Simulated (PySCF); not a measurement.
**Working out the ionisation energy of N²⁺**

N²⁺ [He] 2s2 2p1 (2P) → N³⁺ [He] 2s2 (1S). Computed with PySCF 2.14 in aug-cc-pVDZ, with no relativity, point nucleus. Frozen: 1s2. Energies in hartree (1 hartree = 27.21139 eV):

| part | N²⁺ (lower) | N³⁺ (upper) |
| --- | --- | --- |
| UHF | -52.807269 | -51.068545 |
| CCSD correlation | -0.074671 | -0.084742 |
| (T) | -0.000563 | 0.000000 |

Question: What does Hartree-Fock give?

Answer: (-51.068545) − (-52.807269) = 1.738724 hartree = 47.313 eV.

Question: What do CCSD and CCSD(T) give?

Answer: The CCSD correlation energies differ by -0.010071 hartree = -0.274 eV and the triples by 0.000563 hartree = 0.015 eV, so CCSD gives 47.039 eV and CCSD(T) 47.054 eV.

Reference: 47.445 eV (semi-empirical (NIST evaluation); NIST Atomic Spectra Database, ionization energies), between the lowest levels; spin-orbit coupling is absent from the calculation.

A double-zeta basis recovers only part of the correlation energy.

The coupled-cluster amplitudes are large, so a single reference is strained.

What remains against the reference includes basis incompleteness, the frozen core and higher excitations.
